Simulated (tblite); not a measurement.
Compound: C3H10N2Si.
Atom-mapped SMILES: `[CH3:1][SiH:2]1[NH:3][CH2:4][CH2:5][NH:6]1` (hydrogens: H7, H8, H9 on C1; H10 on Si2; H11 on N3; H12, H13 on C4; H14, H15 on C5; H16 on N6)

Computed with GFN2-xTB (tblite), gas phase: Langevin dynamics at 400 K from the optimised GFN2-xTB geometry, time step 0.5 fs, friction 0.01 fs⁻¹, 2000 steps.

Start geometry:
```
atom  x, y, z in Å
C1      2.400    0.296   -0.327
Si2     0.740   -0.610   -0.249
N3     -0.080   -0.243    1.223
C4     -1.503   -0.139    0.985
C5     -1.649    0.491   -0.400
N6     -0.580   -0.057   -1.206
H7      2.312    1.354   -0.102
H8      2.827    0.199   -1.319
H9      3.106   -0.136    0.372
H10     0.920   -2.038   -0.569
H11     0.149   -0.668    2.106
H12    -1.988   -1.125    0.990
H13    -1.975    0.483    1.751
H14    -2.623    0.247   -0.837
H15    -1.573    1.584   -0.318
H16    -0.491    0.373   -2.111
```

The statistics below take the 31 frames saved every 25 fs from 250 to 1000 fs; their kinetic temperature (all 3N coordinates) averages 364 K.

**Question.** Give the mean, spread and extremes of the bond lengths.

**Answer.** 
```
   bond  start (Å)  mean (Å)  standard deviation (Å)  shortest (Å)  longest (Å)
 C1–Si2      1.893     1.902                   0.037         1.847        1.995
 Si2–N3      1.725     1.727                   0.028         1.680        1.771
  N3–C4      1.446     1.446                   0.036         1.375        1.516
  C4–C5      1.528     1.537                   0.035         1.481        1.620
  C5–N6      1.447     1.450                   0.028         1.401        1.523
 Si2–N6      1.723     1.728                   0.025         1.683        1.770
  C1–H7      1.085     1.083                   0.023         1.040        1.125
  C1–H8      1.084     1.092                   0.032         1.020        1.164
  C1–H9      1.084     1.088                   0.033         1.031        1.149
Si2–H10      1.475     1.483                   0.027         1.440        1.535
 N3–H11      1.006     1.003                   0.026         0.946        1.053
 C4–H12      1.099     1.109                   0.029         1.042        1.161
 C4–H13      1.094     1.101                   0.040         1.012        1.174
 C5–H14      1.095     1.099                   0.031         1.050        1.151
 C5–H15      1.098     1.095                   0.024         1.038        1.143
 N6–H16      1.005     1.010                   0.031         0.959        1.075
```

**Question.** Give the same statistics for bond angles, one of each kind among heavy atoms.

**Answer.** 
| angle | start (°) | mean (°) | standard deviation (°) | smallest (°) | largest (°) |
| --- | --- | --- | --- | --- | --- |
| C1–Si2–N3 | 110.5 | 114.2 | 7.5 | 99.2 | 132.9 |
| C1–Si2–N6 | 119.7 | 116.0 | 6.4 | 105.5 | 133.1 |
| N3–Si2–N6 | 92.4 | 91.3 | 2.9 | 83.0 | 96.5 |
| Si2–N3–C4 | 110.0 | 111.4 | 3.3 | 105.0 | 118.1 |
| N3–C4–C5 | 105.8 | 106.9 | 2.3 | 102.4 | 110.3 |
| Si2–N6–C5 | 112.2 | 111.2 | 3.7 | 101.8 | 119.0 |

**Question.** How far does each atom move about its mean position (frames aligned on the start, all atoms weighted alike), and what rms force does it feel?

**Answer.** 
```tsv
atom	rms displacement (Å)	rms force (eV/Å)
C1	0.13	2.01
Si2	0.15	1.30
N3	0.27	1.86
C4	0.13	2.23
C5	0.14	1.83
N6	0.32	1.56
H7	1.03	0.93
H8	1.03	1.22
H9	0.96	1.17
H10	0.34	0.50
H11	0.32	1.21
H12	0.40	0.96
H13	0.41	1.29
H14	0.42	1.04
H15	0.46	0.93
H16	0.34	1.32
```

The displacements run from 0.13 to 1.03 Å.

**Question.** How widely does the potential energy scatter, against a harmonic estimate?

**Answer.** Mean 0.61 eV above the start, standard deviation 0.136 eV, range 0.41 to 0.92 eV. For 42 classical harmonic modes at 400 K the canonical values are 42kT/2 = 0.72 eV and kT·√(42/2) = 0.158 eV.

The run is classical and short, so these are rough statistics of one trajectory.

The cost below is that of the whole dynamics run. On one thread of an Arm Neoverse V1, shared host, this took 11 s of wall time and 0.18 GiB of memory at its peak.
